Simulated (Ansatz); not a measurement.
Reaction (homolysis of the C–Si bond): `C[SiH2][SiH2]C` → `[CH3]`• + `C[SiH2][SiH2]`•

Computed with Ansatz on PBE0-D4/def2-TZVP structures; ΔE is electronic, products minus reactants. CBS: MP2 limit from def2 TZ/QZ plus the TZ coupled-cluster correction, frozen cores. This one scheme is used for every species. Functionals use def2-TZVPP. Open shells (•) are unrestricted, without spin–orbit coupling. Each species was taken in one conformer, which may not be the lowest.

CCSD(T)/CBS gives +374.2 kJ/mol.

Problem. Another level gave +259.7 kJ/mol. Which?
A. SCS-MP2/def2-TZVPP
B. ωB97M-V/def2-TZVPP
C. HF/def2-TZVPP
D. r2SCAN-D4/def2-TZVPP

Solution. C. HF/def2-TZVPP 259.7, r2SCAN-D4 343.2, SCS-MP2/def2-TZVPP 374.6, ωB97M-V 378.8 kJ/mol.

Largest T1 diagnostic among the species: 0.013.

In def2-TZVPP, CCSD(T) changes the Hartree–Fock value by +104.2 kJ/mol (the triples alone add +8.8 kJ/mol) and MP2 by +117.7 kJ/mol; breaking electron pairs costs correlation energy, which Hartree–Fock lacks. The D4 term adds +10.4 kJ/mol with B3LYP and +5.9 kJ/mol with PBE0; it sums over pairs of atoms, weighted by their polarisabilities, and B3LYP, whose exchange is more repulsive, gets the larger term.

CCSD(T)/CBS has its own doubt, a few kJ/mol and more with outer-core shells, so smaller differences from it don't rank the levels.

B3LYP here is the variant with VWN-RPA as its local correlation; programs differ in this.
